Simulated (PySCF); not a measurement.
Compound: C3H8BClSi.
SMILES: `[SiH2](B)[C@H](C=C)Cl`

Method: TDDFT wB97X-D/def2-SVPD, vertical, gas phase, core orbitals frozen in the response (PySCF 2.14.0, density-fitted response routines). The structure is a single GFN2-xTB conformer in the gas phase; no vibrational or solvent corrections. Torsions of this conformer, `[BH2:1][SiH2:2][C@@H:3]([Cl:4])[CH:5]=[CH2:6]`: B1–Si2–C3–Cl4 -58°, Si2–C3–C5–C6 107°.

Computed states:

```tsv
state	E (eV)	f
S1	4.37	0.016
S2	4.78	0.0061
S3	5.45	0.0021
S4	5.56	0.0022
S5	6.03	0.021
S6	6.26	0.120
S7	6.64	0.030
S8	6.98	0.095
```

Broadening: Gaussians 0.5 eV wide at half height, area fixed by f = 4.319×10⁻⁹ ∫ε dν̃. The width is an assumption, not a result. The curve ends short of the highest state used, and states not computed would add to its high-energy end.

Q: What does the envelope look like, and where are its maxima?

A: 
(λ (nm), ε (L mol⁻¹ cm⁻¹)): (194.3, 6725), (197.7, 7442), (201.2, 6837), (204.6, 5253), (208.1, 3412), (211.5, 1991), (215.0, 1071), (218.4, 603), (221.8, 389), (225.3, 290), (228.7, 232), (232.2, 183), (235.6, 146), (239.1, 129), (242.5, 141), (245.9, 181), (249.4, 245), (252.8, 319), (256.3, 398), (259.7, 477), (263.2, 562), (266.6, 650), (270.0, 743), (273.5, 835), (276.9, 906), (280.4, 945), (283.8, 941), (287.3, 890), (290.7, 802), (294.2, 686), (297.6, 562), (301.0, 441), (304.5, 330), (307.9, 239), (311.4, 165), (314.8, 111), (318.3, 72), (321.7, 46), (325.1, 28), (328.6, 17), (332.0, 10), (335.5, 6), (338.9, 3), (342.4, 2)

Maxima: 282 nm (4.40 eV), ε about 950, made up of S1 (93%); 198 nm (6.26 eV), ε about 7400, made up of S6 (87%) (ε in L mol⁻¹ cm⁻¹; maxima over ε = 5, shares over 10%).

Q: What would ε be at 6.26 eV, the highest of these maxima, with half the width (0.25 eV)?

A: About 13100 L mol⁻¹ cm⁻¹ against 7450, a factor of about 1.8; a lone state at its own centre would give exactly 2.

Q: Coming from long wavelengths, where does ε first pass 100 L mol⁻¹ cm⁻¹?

A: At about 316 nm (3.93 eV), 0.44 eV below S1.

Q: On this curve, what absorbance would a 10⁻⁴ mol/L sample give at 222 nm over a 1 cm path?

A: 222 nm is 5.585 eV, where ε is about 380 L mol⁻¹ cm⁻¹, so A = ε c l ≈ 0.038 (Beer–Lambert, with the gas-phase spectrum and the assumed width).
